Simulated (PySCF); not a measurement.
Field gradients at the hydrogen positions

Species: 3-heptyne, C7H12.
Structure used (GFN2-xTB), in Å, numbered top down from 1:
```
atom  x, y, z in Å
C1    -2.747    0.731   -0.570
C2    -2.552   -0.488    0.332
C3    -1.147   -0.697    0.632
C4     0.019   -0.850    0.863
C5     1.434   -1.037    1.123
C6     2.298   -0.405    0.025
C7     2.140    1.110   -0.012
H8    -2.368    1.627   -0.083
H9    -2.210    0.597   -1.507
H10   -3.803    0.875   -0.790
H11   -3.100   -0.349    1.269
H12   -2.947   -1.381   -0.162
H13    1.643   -2.110    1.181
H14    1.682   -0.589    2.090
H15    2.010   -0.825   -0.941
H16    3.344   -0.662    0.207
H17    2.720    1.536   -0.828
H18    1.094    1.372   -0.155
H19    2.481    1.555    0.921
```

Level: PBE0/pcSseg-1 (PySCF, non-relativistic); Q(2H) = 0.00286 b; rigid geometry, the same for H and D, with no vibrational averaging.

**Question.** Tabulate Vzz, the asymmetry η and χzz = 234.96 MHz × Q × Vzz for every hydrogen position.

**Answer.** 
```json
{"atom": "H8", "bonded to": "C1", "bond length (Å)": "1.088", "Vzz (au)": "0.3129", "η": "0.03", "χzz (kHz)": "210"}
{"atom": "H9", "bonded to": "C1", "bond length (Å)": "1.088", "Vzz (au)": "0.3127", "η": "0.03", "χzz (kHz)": "210"}
{"atom": "H10", "bonded to": "C1", "bond length (Å)": "1.088", "Vzz (au)": "0.3145", "η": "0.03", "χzz (kHz)": "211"}
{"atom": "H11", "bonded to": "C2", "bond length (Å)": "1.094", "Vzz (au)": "0.2987", "η": "0.02", "χzz (kHz)": "201"}
{"atom": "H12", "bonded to": "C2", "bond length (Å)": "1.094", "Vzz (au)": "0.2985", "η": "0.02", "χzz (kHz)": "201"}
{"atom": "H13", "bonded to": "C5", "bond length (Å)": "1.094", "Vzz (au)": "0.2995", "η": "0.02", "χzz (kHz)": "201"}
{"atom": "H14", "bonded to": "C5", "bond length (Å)": "1.094", "Vzz (au)": "0.2987", "η": "0.02", "χzz (kHz)": "201"}
{"atom": "H15", "bonded to": "C6", "bond length (Å)": "1.093", "Vzz (au)": "0.3015", "η": "0.02", "χzz (kHz)": "203"}
{"atom": "H16", "bonded to": "C6", "bond length (Å)": "1.093", "Vzz (au)": "0.3029", "η": "0.02", "χzz (kHz)": "204"}
{"atom": "H17", "bonded to": "C7", "bond length (Å)": "1.088", "Vzz (au)": "0.3164", "η": "0.02", "χzz (kHz)": "213"}
{"atom": "H18", "bonded to": "C7", "bond length (Å)": "1.088", "Vzz (au)": "0.3111", "η": "0.02", "χzz (kHz)": "209"}
{"atom": "H19", "bonded to": "C7", "bond length (Å)": "1.089", "Vzz (au)": "0.3142", "η": "0.02", "χzz (kHz)": "211"}
```

Isolated species at its GFN2-xTB geometry (one conformer only). GFN2-xTB bond lengths can be off by several hundredths of an ångström, more for odd bonds, and the gradients follow them. With so small a basis the couplings can be 20 % off.
